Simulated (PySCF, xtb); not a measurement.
C2H10OSi2, SMILES O(C)C[SiH2][SiH3].

GFN2-xTB (xtb) at its own geometry gives an orbital gap of 4.44 eV and a dipole moment of 1.31 D.

Coordinates come from a B3LYP-D3(BJ)/def2-SVP optimisation. One conformer was computed; it need not be the lowest.

What does PBE0/def2-TZVP in PySCF give? (The exact figures need the calculation; the answer reports its results.)

gap 7.92 eV (levels -7.69 and 0.22 eV), dipole 1.71 D.
